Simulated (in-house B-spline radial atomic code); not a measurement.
**Correlation energy from the adiabatic connection: ω²r²/2, ω = 0.131**

Two electrons in a singlet, external potential ω²r²/2, ω = 0.131 (atomic units). Full CI in B-splines (partial waves to l = 8, correlation up to 0.6 % small) with the density held fixed gives W(λ) = <V_ee>_λ − U, and E_c is the integral of W(λ) − W(0) from 0 to 1.

```
   λ  W(λ) − W(0) (hartree)
   0                0.00000
0.02               -0.00204
0.05               -0.00494
0.12               -0.01111
0.25               -0.02064
 0.4               -0.02924
 0.6               -0.03794
 0.8               -0.04448
   1               -0.04957
```

Task: Integrate the table by the trapezoid rule.

Result: The strips give -0.00002, -0.00010, -0.00056, -0.00206, -0.00374, -0.00672, -0.00824, -0.00940, which sum to -0.03086 hartree. The direct value, W(1) − W(0) + T_c with T_c = 0.01857, is -0.03101; the curve is convex, so chords lie above it and the trapezoids fall short in size by 0.48 %.

Task: Now use only three numbers: W(0) = -0.24585, the initial slope W'(0) = -0.1037 (extrapolated from the first points) and the strong-coupling limit of the point-charge-plus-continuum model, W∞ = -0.33325. What do second-order theory and the interpolation W(λ) = W∞ + (W(0) − W∞)/√(1 + 2χλ) of Seidl, Perdew and Levy give?

Result: Second order keeps the slope alone: E_c = W'(0)/2 = -0.05185, +67 % in size against -0.03101. Matching the slope fixes χ = W'(0)/(W∞ − W(0)) = -0.1037/(-0.08740) = 1.18650. Integrating, with s = √(1 + 2χ) = 1.836572, E_c = −(W(0) − W∞)(s − 1)/(s + 1) = −0.08740 × 0.836572/2.836572 = -0.02578 hartree, -16.9 % in size against the full result. At λ = 1 the formula gives W − W(0) = -0.03981 against -0.04957. Part of the miss can come from the model's W∞, which here lies above the computed W at λ = 10, -0.33336.
